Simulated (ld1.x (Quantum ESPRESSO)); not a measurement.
# Reading a pseudo-wave (thulium (Tm))

Columns: radius, all-electron u(r) and pseudo u(r) of the 4f shell (level -2.88 eV) of thulium in the configuration [Xe] 4f13 5d0.5 6s1.5 6p0; PBEsol, scalar-relativistic, TM scheme, ld1.x (Quantum ESPRESSO) 7.5.

| r (bohr) | all-electron | pseudo |
| --- | --- | --- |
| 0.178 | 0.4119 | 0.1354 |
| 0.355 | 1.0140 | 0.9131 |
| 0.533 | 1.1272 | 1.2516 |
| 0.710 | 1.0049 | 1.0314 |
| 0.888 | 0.8357 | 0.8357 |
| 1.065 | 0.6818 | 0.6818 |
| 1.243 | 0.5540 | 0.5540 |
| 1.420 | 0.4523 | 0.4523 |
| 1.598 | 0.3712 | 0.3712 |
| 1.775 | 0.3072 | 0.3072 |
| 1.953 | 0.2559 | 0.2559 |
| 2.130 | 0.2150 | 0.2150 |
| 2.308 | 0.1817 | 0.1817 |
| 2.485 | 0.1548 | 0.1548 |
| 2.662 | 0.1328 | 0.1328 |
| 2.840 | 0.1145 | 0.1145 |
| 3.018 | 0.0994 | 0.0994 |
| 3.195 | 0.0868 | 0.0868 |
| 3.373 | 0.0761 | 0.0761 |
| 3.550 | 0.0671 | 0.0671 |
| 3.728 | 0.0593 | 0.0593 |
| 3.905 | 0.0526 | 0.0526 |
| 4.083 | 0.0468 | 0.0468 |
| 4.260 | 0.0417 | 0.0417 |
| 4.438 | 0.0372 | 0.0372 |
| 4.615 | 0.0333 | 0.0333 |

**Question.** How many radial nodes do the two functions have?

**Answer.** The all-electron 4f function has n − l − 1 = 0; the pseudo-wave has 0.

**Question.** At about which radius was the pseudo-wave matched?

**Answer.** 0.95 bohr, where the columns begin to agree (steps of 0.18 bohr).

**Question.** Where does each function peak?

**Answer.** Outermost all-electron maximum near 0.53 bohr, pseudo maximum near 0.53 bohr (to the table’s step).

**Question.** Is the pseudo-wave norm-conserving?

**Answer.** Yes: the TM scheme keeps the norm inside the radius equal to the all-electron one, which fixes the energy derivative of the logarithmic derivative at the level.
